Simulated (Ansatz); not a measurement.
Input file for Ansatz (a first-principles code): R-CCSD(T)/aug-cc-pVDZ on AsH3 (SMILES [AsH3]) with ghost functions. The run froze 14 orbitals, filled d shells among them.

Ansatz 0.2 input:
```yaml
crystal:
  periodic: [false, false, false]
  atoms:
    - {symbol: As, position_ang: [-0.24589795, -0.19971429, 0.14388447]}
    - {symbol: H, position_ang: [-0.93105301, 0.73324079, -0.84218941]}
    - {symbol: H, position_ang: [-0.41634523, -1.41915382, -0.74823450]}
    - {symbol: H, position_ang: [1.14502960, 0.10943673, -0.38686969]}
basis:
  gaussian:
    orbitals: aug-cc-pVDZ
    ghost_atoms:
      - {symbol: Br, position_ang: [-1.11772540, -0.24016679, 4.07982834]}
      - {symbol: H, position_ang: [-0.80672421, -0.22541877, 2.67452318]}
magnetization: {spin_polarized: false}
correlation: {method: ccsd_t, electrons: outside_noble_gas}
scf: {lower_state_search: off}
```

Program output:

```
WARN ansatz: RAYON_NUM_THREADS=1 ignored (pool sized by the plan → 1); use --threads N
Functional definition: HF
these checks for a lower state are left out or cut short: stability, starts, cluster_reference, orbital_swaps, neighbouring_geometries, increment
integrals: 0.15 GiB planned
961 factors; integrals over basis functions are off by at most 1.8e-3 eV
mean field: 0.27 GiB planned
mean field evaluation 1: about -60841.4754 eV, gradient 8.5e0 eV
mean field evaluation 2: about -60841.4762 eV, gradient 8.5e0 eV
mean field evaluation 4: about -60841.9540 eV, gradient 6.9e-1 eV
mean field evaluation 8: about -60841.9584 eV, gradient 2.8e-2 eV
mean field -60841.95835827 eV, -2235.9007295057 hartree, gradient 2.4e-6 eV, S^2 0.000000; 0 other end points of the search recorded, 0 dependent functions left out
14 core orbitals not correlated
reference -60841.95835827 eV, -2235.9007295057 hartree; 4, 4 occupied and 90, 90 virtual orbitals, 961 factors
second order -3.58106979 eV of doubles, -0.00000000 eV of singles
coupled cluster: 0.37 GiB planned
cycle   1  -4.14376360 eV  change   -5.6e-1 eV  update   5.8e-2
cycle   2  -4.34395210 eV  change   -2.0e-1 eV  update   2.0e-2
cycle   3  -4.35379223 eV  change   -9.8e-3 eV  update   5.3e-3
cycle   4  -4.35285147 eV  change    9.4e-4 eV  update   1.8e-3
cycle   5  -4.35252503 eV  change    3.3e-4 eV  update   5.2e-4
cycle   6  -4.35247556 eV  change    4.9e-5 eV  update   1.5e-4
cycle   7  -4.35248633 eV  change   -1.1e-5 eV  update   5.8e-5
cycle   8  -4.35249435 eV  change   -8.0e-6 eV  update   2.0e-5
cycle   9  -4.35249285 eV  change    1.5e-6 eV  update   6.4e-6
perturbative correction -0.11626065 eV, -0.0042724999 hartree
Total energy: -60846.42711176 eV, -2236.0649531677 hartree
Checks for a lower state left out: stability, starts, cluster_reference, orbital_swaps, neighbouring_geometries, increment
```

Self-consistency was reached.

Cost: very roughly 7 core-seconds.
